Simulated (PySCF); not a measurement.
**Ionisation energy of Au⁷⁶⁺ by level of theory**

Au⁷⁶⁺ [He] 2s1 (2S) → Au⁷⁷⁺ 1s2 (1S), as a difference of total energies. Computed with PySCF 2.14 in an uncontracted even-tempered set (18 s from 59 bohr⁻², ratio 2.2; 8 p from 89 bohr⁻², ratio 2.4; 5 d from 270 bohr⁻², ratio 2.4; 5 f from 400 bohr⁻², ratio 2.4; 4 g from 600 bohr⁻², ratio 2.4), with the spin-free X2C one-electron Hamiltonian (Gaussian nucleus). Correlated levels: nothing frozen; virtual orbitals above 40 to 60 times the deepest correlated orbital energy dropped. The calculations carry no spin-orbit coupling.

```tsv
method	ionisation energy (eV)	difference from reference (eV)
UHF	22901.6	+33.5
LDA	22887.0	+18.9
PBE	22910.6	+42.5
PBE0	22908.4	+40.3
r2SCAN	22897.5	+29.4
TPSS	22908.5	+40.4
M06-2X	22912.2	+44.1
MP2 (all electrons)	22901.9	+33.8
SCS-MP2 (all electrons)	22901.9	+33.8
```

Reference: 22868.1 ± 0.3 eV (theoretical estimate listed by NIST; NIST Atomic Spectra Database, ionization energies).

For this ion Breit and QED terms and the two-electron picture change, all absent here, outweigh the differences among the correlated methods.
